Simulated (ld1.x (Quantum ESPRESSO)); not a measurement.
# Configuration tests for germanium (Ge) (TM)

```json
{"Element": "Ge", "Generator": "ld1.x (Quantum ESPRESSO) 7.5", "Type": "norm-conserving Troullier–Martins (Kleinman–Bylander form)", "Functional": "PBE", "Relativity": "scalar-relativistic", "Frozen core": "[Ar] 3d10", "Valence charge": "4", "Reference configuration": "4s2 4p2", "Partial waves": "4s (bound): rc 1.60 bohr; 4p (bound): rc 1.60 bohr", "Local potential": "all-electron potential smoothed inside 1.45 bohr (lloc = -2)", "Core correction": "none"}
```

Energies are relative to the spin-unpolarised reference configuration 4s2 4p2; without spin polarisation the order of configurations can differ from experiment.

| valence configuration | charge | ΔE all-electron (eV) | error AE − PS (meV) |
| --- | --- | --- | --- |
| 4s2 4p1 | +1 | 7.444 | -1.7 |
| 4s2 4p0 | +2 | 22.883 | -3.0 |
| 4s1 4p0 | +3 | 57.674 | +88 |
| 4s2 4p2.3 | -0.3 | -0.884 | +0.1 |
| 4s1 4p2 | +1 | 16.160 | +10 |

Problem. What are ΔE and the potential's error for 4s1 4p3?

Solution. ΔE = 7.972 eV all-electron; the error (AE − PS) is +12 meV.

Problem. What are ΔE and the potential's error for 4s0 4p4?

Solution. ΔE = 16.195 eV all-electron; the error (AE − PS) is +59 meV.

Levels in the configuration 4s1 4p0:

```json
{"level": "4s", "all-electron (eV)": "-40.455", "pseudo (eV)": "-40.156"}
```
